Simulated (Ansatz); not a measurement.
A run for Ansatz (an electronic-structure program): U-CCSD(T)/aug-cc-pVDZ on BeH2Se (SMILES [BeH][SeH]), a point of a bond scan (R = 1.591 Å). The run froze 15 orbitals, filled d shells among them.

Ansatz 0.2 input:
```yaml
crystal:
  periodic: [false, false, false]
  atoms:
    - {symbol: Be, position_ang: [-0.68973544, -0.76066788, -1.41803736]}
    - {symbol: H, position_ang: [-1.31317691, -1.45723446, -2.70516215]}
    - {symbol: Se, position_ang: [0.09181580, 0.16025393, 0.22400564]}
    - {symbol: H, position_ang: [0.84647439, -1.06482192, 0.54659910]}
basis:
  gaussian:
    orbitals: aug-cc-pVDZ
correlation: {method: ccsd_t, electrons: outside_noble_gas}
scf: {omitted_lower_state_checks: [cluster_reference]}
magnetization: {spin_polarized: true, initial_magnetization: 0}
```

**Question.** Predict the final total energy.

**Answer.** -2415.8350 hartree (reference determinant -2415.6325, T1 diagnostic 0.013).
